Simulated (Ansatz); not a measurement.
```yaml
crystal:
  periodic: [false, false, false]
  atoms:
    - {symbol: C, position_ang: [-0.456760, -1.676033, -0.010222]}
    - {symbol: C, position_ang: [0.308361, -0.432477, 0.451529]}
    - {symbol: C, position_ang: [1.734627, -0.462254, -0.084825]}
    - {symbol: B, position_ang: [-0.503559, 0.884852, 0.071845]}
    - {symbol: N, position_ang: [-0.099321, 1.691243, -1.016451]}
    - {symbol: N, position_ang: [-1.656770, 1.218448, 0.823293]}
    - {symbol: H, position_ang: [0.058611, -2.595142, 0.287955]}
    - {symbol: H, position_ang: [-0.550496, -1.691925, -1.100767]}
    - {symbol: H, position_ang: [-1.468003, -1.710573, 0.402495]}
    - {symbol: H, position_ang: [0.365442, -0.471223, 1.548544]}
    - {symbol: H, position_ang: [2.313995, 0.405226, 0.242149]}
    - {symbol: H, position_ang: [2.266362, -1.360468, 0.244562]}
    - {symbol: H, position_ang: [1.746014, -0.477712, -1.180642]}
    - {symbol: H, position_ang: [0.722236, 1.489358, -1.554962]}
    - {symbol: H, position_ang: [-0.585597, 2.515897, -1.319933]}
    - {symbol: H, position_ang: [-2.252613, 2.003406, 0.630191]}
    - {symbol: H, position_ang: [-1.961630, 0.668876, 1.605138]}
basis:
  gaussian: {orbitals: 6-31G}
hamiltonian: {xc: {name: B3LYP5}}
scf: {lower_state_search: full}
output: {forces: true}
```

```sh
$ ansatz run in.yaml --threads 4 --pin off --events-out ev --progress --plain --max-ram 11315MiB
```

It prints (some lines left out):

```
Functional definition: B3LYP5
1123 factors; integrals over basis functions are off by at most 1.8e-4 eV
mean field evaluation 1: about -6928.2554 eV, gradient 8.2e1 eV
mean field evaluation 2: about -6928.5747 eV, gradient 8.2e1 eV
mean field evaluation 4: about -6943.1766 eV, gradient 4.6e0 eV
mean field evaluation 8: about -6943.2355 eV, gradient 3.4e-1 eV
mean field evaluation 16: about -6943.2358 eV, gradient 1.0e-5 eV
mean field -6943.23578963 eV, -255.1592089746 hartree, gradient 1.3e-5 eV, S^2 0.000000; 0 other end points of the search recorded, 0 dependent functions left out
reference -6943.23601426 eV, -255.1592172297 hartree; 24, 24 occupied and 52, 52 virtual orbitals, 1123 factors
Total energy: -6943.23601426 eV, -255.1592172297 hartree
Atom 0 at    -0.456760    -1.676033    -0.010222 Å, force    -0.202893    -0.349443    -0.095689 eV/Å
Atom 1 at     0.308361    -0.432477     0.451529 Å, force    -0.139479     0.257835     0.193677 eV/Å
Atom 2 at     1.734627    -0.462254    -0.084825 Å, force     0.379751    -0.009616    -0.101244 eV/Å
Atom 3 at    -0.503559     0.884852     0.071845 Å, force     0.092961    -0.051751     0.053972 eV/Å
Atom 4 at    -0.099321     1.691243    -1.016451 Å, force     0.074906     0.097287    -0.164454 eV/Å
Atom 5 at    -1.656770     1.218448     0.823293 Å, force    -0.167378     0.019503     0.099310 eV/Å
Atom 6 at     0.058611    -2.595142     0.287955 Å, force     0.053398    -0.146007     0.032520 eV/Å
Atom 7 at    -0.550496    -1.691925    -1.100767 Å, force    -0.018701    -0.013857    -0.144839 eV/Å
Atom 8 at    -1.468003    -1.710573     0.402495 Å, force    -0.134356    -0.010882     0.054049 eV/Å
Atom 9 at     0.365442    -0.471223     1.548544 Å, force     0.011569     0.001286     0.187014 eV/Å
Atom 10 at     2.313995     0.405226     0.242149 Å, force     0.082534     0.108796     0.039065 eV/Å
Atom 11 at     2.266362    -1.360468     0.244562 Å, force     0.093246    -0.118089     0.042432 eV/Å
Atom 12 at     1.746014    -0.477712    -1.180642 Å, force     0.010221     0.006669    -0.150991 eV/Å
Atom 13 at     0.722236     1.489358    -1.554962 Å, force     0.214578    -0.075188    -0.127528 eV/Å
Atom 14 at    -0.585597     2.515897    -1.319933 Å, force    -0.167200     0.224276    -0.047264 eV/Å
Atom 15 at    -2.252613     2.003406     0.630191 Å, force    -0.132936     0.234003    -0.089949 eV/Å
Atom 16 at    -1.961630     0.668876     1.605138 Å, force    -0.050221    -0.174823     0.219919 eV/Å
Dipole moment:    -0.162741     0.240788    -0.048071 e Å
```

Run time 1.4 s (4 threads of an Arm Neoverse V2 on a shared host); peak host memory 0.78 GiB.
